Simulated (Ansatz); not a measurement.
Basis sets compared for [GeBr3]- (GeBr3⁻). Charge -1, multiplicity 1. Geometry PBE0-D4/def2-SVPD. Ansatz on 4 threads of Arm Neoverse N1 on a shared host; times are rough, and most runs start from earlier orbitals.

Cartesian coordinates in Å:
```
Ge 0.6114 0.4390 0.4982
Br -0.1844 -1.7883 1.2561
Br 1.1711 -0.1503 -1.8492
Br -1.5981 1.4996 0.0949
```

The 6-31G sets use Cartesian d functions. B3LYP takes the VWN-RPA correlation.

```tsv
level	functions	energy (Eh)	HOMO (eV)	LUMO (eV)	wall time
HF/STO-3G	72	-9685.8376	-0.56	12.86	0.65 s
HF/6-31G	116	-9791.4023	-4.90	5.77	2.2 s
PBE-D4/def2-SVPD	161	-9797.0712	-1.74	2.12	3.1 s
B3LYP-D4/6-31G	116	-9798.3910	-2.41	2.85	3.1 s
PBE0-D4/def2-SVPD	161	-9797.3849	-2.68	2.81	6.5 s
```

Question: Estimate the rows for PBE-D4/def2-TZVPD, B3LYP-D4/def2-TZVPD, PBE0-D4/def2-TZVPD.

Answer: 
```tsv
level	functions	energy (Eh)	HOMO (eV)	LUMO (eV)	wall time
PBE-D4/def2-TZVPD	225	-9798.2582	-1.69	2.14	4.7 s
B3LYP-D4/def2-TZVPD	225	-9799.8647	-2.49	2.57	13 s
PBE0-D4/def2-TZVPD	225	-9798.5725	-2.63	2.80	14 s
```
